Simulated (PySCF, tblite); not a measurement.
Isomers of C5H7FO2Si, one GFN2-xTB conformer each. Single-point energies are computed at PBE0/pcSseg-1 (PySCF, gas phase, no added dispersion term), electronic only.

| SMILES | GFN2-xTB relative energy (kcal/mol) |
| --- | --- |
| COC1=C[Si@@H](O)C=C1F | 46.8 |
| O=C1OCC=C1C[SiH2]F | 0.0 |
| COC1=CO[SiH2]C=C1F | 34.5 |
| O=C(O)C1=C[C@@H]1C[SiH2]F | 53.3 |
| CC(=O)[SiH2]/C(F)=C\C=O | 85.3 |
| O=C(O)C1=C[C@H]1[SiH2]CF | 105.2 |

Conformers: `[CH3:1][O:2][C:3]1=[CH:4][Si@@H:5]([OH:6])[CH:7]=[C:8]1[F:9]` with C1–O2–C3–C4 1°, C4–Si5–O6–H 53°; `[O:1]=[C:2]1[O:3][CH2:4][CH:5]=[C:6]1[CH2:7][SiH2:8][F:9]` with C5–C6–C7–Si8 -107°, C6–C7–Si8–F9 61°; `[CH3:1][O:2][C:3]1=[CH:4][O:5][SiH2:6][CH:7]=[C:8]1[F:9]` with C1–O2–C3–C4 0°; `[O:1]=[C:2]([OH:3])[C:4]1=[CH:5][C@@H:6]1[CH2:7][SiH2:8][F:9]` with O1–C2–O3–H 0°, O1–C2–C4–C5 153°, C5–C6–C7–Si8 -147°, C6–C7–Si8–F9 -67°; `[CH3:1][C:2](=[O:3])[SiH2:4]/[C:5]([F:6])=[CH:7]\[CH:8]=[O:9]` with C1–C2–Si4–C5 -167°, C2–Si4–C5–F6 -116°, C5–C7–C8–O9 6°; `[O:1]=[C:2]([OH:3])[C:4]1=[CH:5][C@H:6]1[SiH2:7][CH2:8][F:9]` with O1–C2–O3–H 0°, O1–C2–C4–C5 -167°, C5–C6–Si7–C8 134°, C6–Si7–C8–F9 -178°.

Problem. What does PBE0/pcSseg-1 give for the same structures?

Solution. 
```tsv
SMILES	PBE0/pcSseg-1 E (Eh)	PBE0/pcSseg-1 (kcal/mol)	GFN2-xTB (kcal/mol)	point group
O=C1OCC=C1C[SiH2]F	-733.92576	0.0	0.0	C1
COC1=C[Si@@H](O)C=C1F	-733.86497	38.1	46.8	C1
O=C(O)C1=C[C@@H]1C[SiH2]F	-733.85051	47.2	53.3	C1
COC1=CO[SiH2]C=C1F	-733.84012	53.7	34.5	Cs
CC(=O)[SiH2]/C(F)=C\C=O	-733.81446	69.8	85.3	C1
O=C(O)C1=C[C@H]1[SiH2]CF	-733.77670	93.5	105.2	C1
```

Both levels put the same isomer lowest; measured from each level's own lowest isomer, the values differ by up to 19.2 kcal/mol (COC1=CO[SiH2]C=C1F: 34.5 against 53.7). As drawn, the lowest has an Si–F bond, which the highest lacks; the highest has a three-membered ring and an O–H bond, which the lowest lacks.

Problem. Which frontier levels, dipoles and rotational constants go with these structures?

Solution. 
```csv
SMILES,"HOMO (eV, PBE0/pcSseg-1)",LUMO (eV),dipole (D),"A, B, C (MHz)"
O=C1OCC=C1C[SiH2]F,-7.80,-1.29,3.85,"2440, 932.8, 804.4"
COC1=C[Si@@H](O)C=C1F,-6.58,-1.50,2.49,"2172, 1003, 724.1"
O=C(O)C1=C[C@@H]1C[SiH2]F,-7.78,-1.81,3.24,"2486, 735.0, 620.7"
COC1=CO[SiH2]C=C1F,-6.08,-0.96,1.67,"2276, 1120, 760.9"
CC(=O)[SiH2]/C(F)=C\C=O,-6.70,-2.52,1.84,"2089, 1098, 928.4"
O=C(O)C1=C[C@H]1[SiH2]CF,-7.46,-2.11,3.81,"2214, 750.3, 590.8"
```

Problem. What happens when harmonic zero-point energies from GFN2-xTB frequencies are added?

Solution. 
| SMILES | ZPE (kcal/mol) | electronic (kcal/mol) | with ZPE (kcal/mol) |
| --- | --- | --- | --- |
| O=C1OCC=C1C[SiH2]F | 68.4 | 0.0 | 0.0 |
| COC1=C[Si@@H](O)C=C1F | 68.7 | 38.1 | 38.5 |
| O=C(O)C1=C[C@@H]1C[SiH2]F | 66.9 | 47.2 | 45.7 |
| COC1=CO[SiH2]C=C1F | 67.7 | 53.7 | 53.1 |
| CC(=O)[SiH2]/C(F)=C\C=O | 66.2 | 69.8 | 67.7 |
| O=C(O)C1=C[C@H]1[SiH2]CF | 65.7 | 93.5 | 90.9 |

The zero-point energies span 3.0 kcal/mol. The order is unchanged.
